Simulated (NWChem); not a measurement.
System: WN₂H₄O₂; SMILES [NH]=[W](=[NH])([OH])[OH]

```xyz
9

W      0.0000     0.0000    -0.0072
N      0.0051    -1.4195    -1.0295
H      0.0059    -1.9507    -1.8928
N     -0.0051     1.4195    -1.0295
H     -0.0059     1.9507    -1.8928
O     -1.5637    -0.0050     1.0665
H     -2.4959     0.0046     0.8347
O      1.5637     0.0050     1.0665
H      2.4959    -0.0046     0.8347
```
Atoms are numbered in this order, from 1.

Program: NWChem. Coordinates come from a PBE0/def2-SVP optimisation. Not confirmed as a minimum by frequencies. def2 effective core potentials on W; no spin-orbit coupling.

For level PBE0/def2-SVP:

| Item | Value |
|---|---|
| highest occupied level (eV) | -7.14 |
| orbital gap (eV) | 6.50 |
| dipole (D) | 2.08 |

### Question
How do the values read with level TPSS/def2-SVP instead?

### Answer
| Property | Value |
|---|---|
| highest occupied level (eV) | -5.82 |
| orbital gap (eV) | 4.50 |
| dipole (D) | 1.88 |
